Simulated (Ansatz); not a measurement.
Isomers of CH6NOSi

3 of its isomers, all doublets with charge 0: A = `CO[SiH]N`; B = `C[SiH]([NH])O`; C = `CO[SiH2][NH]`.

Shapes, held fixed at every level: PBE0-D4/def2-TZVP. Flexible molecules stand in one conformer, not always the lowest. Programs: Ansatz 0.2.0.

A:

```xyz
10

C    -1.7285   -0.3080   -0.6351
O    -0.3975    0.1438   -0.5556
Si    0.6058   -0.1766    0.7121
N     2.1634    0.3412    0.2273
H    -2.0832   -0.1454   -1.6544
H    -1.8123   -1.3756   -0.4030
H    -2.3782    0.2482    0.0497
H     0.2683    0.6394    1.9284
H     2.8345    0.6221    0.9238
H     2.6106   -0.0402   -0.5904
```

B:

```xyz
10

C     0.0756    1.3218    0.3081
Si   -0.2771   -0.4551   -0.1018
N     0.9048   -1.1993   -1.1506
O    -0.3101   -1.2663    1.3251
H     1.0690    1.4262    0.7498
H     0.0215    1.9498   -0.5839
H    -0.6572    1.6883    1.0311
H    -1.5742   -0.6003   -0.8318
H     1.0610   -0.6958   -2.0259
H    -0.2304   -2.2205    1.2830
```

C:

```xyz
10

C    -0.5265    1.3737    0.4401
O    -0.8408    0.2221   -0.3072
Si   -0.0267   -1.1964   -0.1895
N     1.5578   -1.3126   -0.8886
H     0.3439    1.8929    0.0236
H    -1.3806    2.0520    0.4048
H    -0.3180    1.1321    1.4893
H    -0.8606   -2.1991   -0.8913
H     0.1796   -1.5348    1.2475
H     1.9552   -0.4810   -1.3259
```

Electronic energies in kJ/mol, without zero-point or thermal terms.

(1) Which isomer should be the most stable, and roughly by how much?

Results:

(1) B < A < C in rising energy, over a span of 109 kJ/mol, by CCSD(T)/CBS estimate. All levels agree on that. The B − A difference spans -34.9 to -13.0 kJ/mol over the levels. Open shells run unrestricted. The CBS estimate extrapolates MP2 from def2-TZVPP and def2-QZVPP and adds CCSD(T) − MP2 in the triple-zeta set, cores frozen.

| level | kind | B − A | C − A |
| --- | --- | --- | --- |
| r2SCAN-D4/def2-TZVPP | meta-GGA | -27.0 | +82.5 |
| BHLYP-D4/def2-TZVPP | global hybrid | -34.9 | +66.7 |
| PBE0-D4/def2-TZVPP | global hybrid | -19.3 | +88.3 |
| r2SCAN0-D4/def2-TZVPP | global hybrid | -31.7 | +79.3 |
| MP2/def2-TZVPP | perturbation theory | -13.0 | +99.1 |
| CCSD(T)/def2-TZVPP | coupled cluster or CI | -28.0 | +78.1 |
| CCSD/def2-TZVPP | coupled cluster or CI | -32.2 | +73.2 |
| CCSD(T)/CBS estimate | coupled cluster or CI | -25.6 | +83.6 |
